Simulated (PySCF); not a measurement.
C4H5FSi, SMILES C(/C(=C/[SiH3])F)#C. Atoms are numbered in the order given.

```xyz
11

C      0.4685    -3.1723     0.0000
C      0.1964    -1.9902     0.0000
C     -0.1205    -0.5996     0.0000
F     -1.4487    -0.3514     0.0000
C      0.7433     0.4270     0.0000
Si     0.1889     2.2211     0.0000
H      0.7102    -4.2189     0.0000
H      1.8046     0.1654     0.0000
H     -0.6259     2.5250    -1.2107
H     -0.6259     2.5250     1.2107
H      1.4049     3.0822     0.0000
```
Charge 0, spin multiplicity 1.

The structure is a stationary point at B3LYP-D3(BJ)/def2-SVP. The structure was generated by enumeration; whether it is a known compound was not checked.

These are PBE/def2-TZVP in PySCF values and carry that method's errors.

Symmetry labels are those of the subgroup Cs that the program uses (full group Cs).

Problem. List the valence orbital energies around the gap with their symmetry. (Estimate from the structure and the level; the computed values follow.)

Solution. 
```
orbital  symmetry  energy (eV)
-------  --------  -----------
HOMO−7         A"       -11.58
HOMO−6         A'        -9.54
HOMO−5         A'        -8.75
HOMO−4         A"        -8.62
HOMO−3         A'        -8.36
HOMO−2         A"        -8.16
HOMO−1         A'        -7.43
HOMO           A"        -6.34
LUMO           A"        -2.46
LUMO+1         A'        -1.04
LUMO+2         A'         0.03
LUMO+3         A'         0.52
```
